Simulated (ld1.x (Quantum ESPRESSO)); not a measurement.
**Transferability test, TM potential for lead (Pb)**

lead, norm-conserving Troullier–Martins (Kleinman–Bylander form), made with ld1.x (Quantum ESPRESSO) 7.5 (LDA (PZ), scalar-relativistic). Core [Xe] 4f14, reference 5d10 6s2 6p0 (charge +2). Waves: 6p (bound, empty): rc 2.45 bohr; 5d (bound): rc 1.35 bohr; 6s (bound): rc 1.80 bohr. Local part: the s channel. Core correction: none.

Energies are relative to the spin-unpolarised reference configuration 5d10 6s2 6p0; without spin polarisation the order of configurations can differ from experiment. Spin-polarised rows fill each open shell by Hund’s rule, majority spin first.

```json
{"valence configuration": "5d10 6s1 6p0", "charge": "+3", "ΔE all-electron (eV)": "32.878", "error AE − PS (meV)": "-6.4"}
{"valence configuration": "5d10 6s0 6p4", "charge": "0", "ΔE all-electron (eV)": "-2.560", "error AE − PS (meV)": "-17"}
{"valence configuration": "5d9 6s2 6p3", "charge": "0", "ΔE all-electron (eV)": "-1.361", "error AE − PS (meV)": "-252"}
{"valence configuration": "5d10 6s2 6p2.3", "charge": "-0.3", "ΔE all-electron (eV)": "-21.453", "error AE − PS (meV)": "+16"}
{"valence configuration": "5d9 6s2 6p2", "charge": "+1", "ΔE all-electron (eV)": "6.705", "error AE − PS (meV)": "-221"}
{"valence configuration": "5d10 6s2 6p2 (spin-polarised)", "charge": "0", "ΔE all-electron (eV)": "-21.047", "error AE − PS (meV)": "+22"}
{"valence configuration": "5d10 6s2 6p1 (spin-polarised)", "charge": "+1", "ΔE all-electron (eV)": "-13.907", "error AE − PS (meV)": "+11"}
```

Task: What are ΔE and the potential's error for 5d10 6s2 6p2?

Result: ΔE = -20.595 eV all-electron; the error (AE − PS) is +15 meV.

Task: What are ΔE and the potential's error for 5d10 6s2 6p1?

Result: ΔE = -13.762 eV all-electron; the error (AE − PS) is +8.0 meV.

Levels in the configuration 5d10 6s0 6p4:

```
level  all-electron (eV)  pseudo (eV)
   5d            -24.537      -24.724
   6p             -5.050       -5.049
```
